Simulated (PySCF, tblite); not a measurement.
## A complex of fluorosilane and formaldehyde

A gas-phase complex of fluorosilane and formaldehyde; neutral, singlet. The structure comes from a short search (6 tight-binding starts) and was optimised by PBE0-D3(BJ)/def2-SVPD; another way of binding may lie lower.

This structure isn't a minimum: the optimisation stopped short of the minimum along a soft mode, which is imaginary here (61i cm⁻¹ by PBE0-D3(BJ)/def2-SVPD), and forces of up to 0.011 eV/Å are left. All values below rest on it.

Parts: 1 = fluorosilane (F[SiH3]), atoms 1–5; 2 = formaldehyde (C=O), atoms 6–9.

```csv
atom,part,x (Å),y (Å),z (Å)
Si1,1,-0.376,-0.054,-0.044
F2,1,1.231,-0.252,0.293
H3,1,-0.522,1.358,-0.471
H4,1,-0.665,-1.043,-1.117
H5,1,-1.074,-0.373,1.231
C6,2,-3.671,-0.735,-0.420
O7,2,-2.960,0.223,-0.564
H8,2,-4.767,-0.676,-0.594
H9,2,-3.263,-1.722,-0.102
```

Contacts between parts, classed by geometry: F2–Si1···O7 2.651 Å (tetrel bond, 179°).

Interaction energies are complex less parts, with the parts frozen as they stand in it; counterpoise-corrected, in kcal/mol (PySCF).

Problem. How strongly do the parts interact, level by level?

Solution. 
```csv
level,interaction,superposition error removed
wB97M-D3(BJ)/def2-TZVPD,-5.22,-0.10
PBE0-D3(BJ)/def2-TZVPD,-5.12,-0.12
```

Problem. What holds them together? Decompose the wB97M-D3(BJ)/def2-TZVPD energy: frozen parts, their antisymmetrised product, then relaxation.

Solution. electrostatic -10.5, Pauli repulsion +11.9, orbital relaxation -5.2, dispersion correction -1.6 kcal/mol, which sum to the value before the counterpoise correction; the Pauli term holds the exchange-correlation of the frozen density too. Of the attraction, 61 % is electrostatic, 30 % is orbital relaxation, 9 % is dispersion correction.

The parts were also relaxed and run alone, at the levels used for the complex: shieldings by PBE0/pcSseg-2.

Values alone: F2–Si1 bond (Å): 1.642; shielding of Si1 (ppm): 354.2; shielding of O7 (ppm): -448.9; shielding of F2 (ppm): 409.9.

Problem. How do these values change when the complex forms?

Solution. 
| property | alone | in the complex | change |
| --- | --- | --- | --- |
| F2–Si1 bond (Å) | 1.642 | 1.653 | +0.011 |
| shielding of Si1 (ppm) | 354.2 | 371.7 | +17.5 |
| shielding of O7 (ppm) | -448.9 | -403.7 | +45.2 |
| shielding of F2 (ppm) | 409.9 | 376.6 | -33.3 |

The 4 runs behind this took 7.2 min in all, one thread each of Arm Neoverse V2 on a shared host, launched as `OMP_NUM_THREADS=1 python cluster_run.py task.json out`.
